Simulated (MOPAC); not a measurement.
MOPAC input (MNDO):

```
MNDO 1SCF UHF MS=0.5 GEO-OK AUX(PRECISION=9) THREADS=1
H2GaO2

Ga    0.18546200 1    0.18053700 1    0.23164000 1
O     0.73810100 1   -0.14044200 1   -1.46414500 1
H     1.59968300 1    0.23476100 1   -1.67558300 1
O    -1.43790800 1   -0.54078400 1    0.59009200 1
H    -1.75054200 1   -0.38161400 1    1.48716100 1
```

From the output:

```
                                                       MOPAC v23.2.5 Linux

          FINAL HEAT OF FORMATION =        -43.19044 KCAL/MOL =    -180.70879 KJ/MOL

          COSMO AREA              =         88.23 SQUARE ANGSTROMS
          COSMO VOLUME            =         69.45 CUBIC ANGSTROMS

          IONIZATION POTENTIAL    =         10.442833 EV
          ALPHA SOMO LUMO (EV)    =        -10.443  0.220
          BETA  SOMO LUMO (EV)    =        -10.693 -3.034
          NO. OF ALPHA ELECTRONS  =          9
          NO. OF BETA  ELECTRONS  =          8
          MOLECULAR WEIGHT        =        103.7496         POINT GROUP:  C2v

          MOLECULAR DIMENSIONS (Angstroms)

            Atom       Atom       Distance
            H     5    H     3     4.64832
            O     4   Ga     1     1.00266
            H     5    O     2     0.00000

          SCF CALCULATIONS        =          1

   ATOM   CHEMICAL          X               Y               Z
  NUMBER   SYMBOL      (ANGSTROMS)     (ANGSTROMS)     (ANGSTROMS)

     1      Ga          0.18546200  *   0.18053700  *   0.23164000  *
     2       O          0.73810100  *  -0.14044200  *  -1.46414500  *
     3       H          1.59968300  *   0.23476100  *  -1.67558300  *
     4       O         -1.43790800  *  -0.54078400  *   0.59009200  *
     5       H         -1.75054200  *  -0.38161400  *   1.48716100  *

                             CARTESIAN COORDINATES

   1   Ga        0.185462000     0.180537000     0.231640000
   2    O        0.738101000    -0.140442000    -1.464145000
   3    H        1.599683000     0.234761000    -1.675583000
   4    O       -1.437908000    -0.540784000     0.590092000
   5    H       -1.750542000    -0.381614000     1.487161000

           Empirical Formula: H2 O2 Ga  =     5 atoms

      MOLECULAR POINT GROUP   :   C2v

          ALPHA EIGENVALUES
 -37.36432 -36.74701 -16.58547 -15.80264 -12.58384 -11.57540 -11.42673 -10.50592
 -10.44283   0.21983   1.58829   2.70730   6.95958   7.18130

           BETA EIGENVALUES
 -37.44642 -36.87790 -16.46862 -15.76276 -12.51900 -11.59235 -10.75194 -10.69271
  -3.03353   0.95661   1.82037   3.18703   6.94966   7.17040

              NET ATOMIC CHARGES AND DIPOLE CONTRIBUTIONS

  ATOM NO.   TYPE          CHARGE      No. of ELECS.   s-Pop       p-Pop
    1         Ga           0.768772        2.2312     0.92543     1.30580
    2          O          -0.543172        6.5432     1.81928     4.72390
    3          H           0.158786        0.8412     0.84121
    4          O          -0.543172        6.5432     1.81928     4.72390
    5          H           0.158786        0.8412     0.84121
 DIPOLE           X         Y         Z       TOTAL
 POINT-CHG.     2.396     2.332     2.992     4.487
 HYBRID         0.255     0.248     0.318     0.477
 SUM            2.650     2.580     3.310     4.964

          ATOMIC ORBITAL ELECTRON POPULATIONS

     Atom    s        px        py        pz
    1 Ga   0.92543   0.49010   0.31470   0.50099
    2  O   1.81928   1.33386   1.76699   1.62305
    3  H   0.84121
    4  O   1.81928   1.60379   1.81533   1.30478
    5  H   0.84121

                    (SZ)    =    0.500000
                    (S**2)  =    0.756489

          ATOMIC ORBITAL SPIN POPULATIONS

    Atom   Total    s     px     py     pz
         Atomic
    1 Ga  1.0845  0.880  0.065  0.060  0.079
    2  O -0.0438  0.002 -0.003 -0.015 -0.028
    3  H  0.0015  0.002
    4  O -0.0438  0.002 -0.025 -0.019 -0.002
    5  H  0.0015  0.002

 **********************
 *                    *
 * JOB ENDED NORMALLY *
 *                    *
 **********************

 == MOPAC DONE ==
```

The geometry given is a B3LYP-D3(BJ)/def2-TZVP minimum.
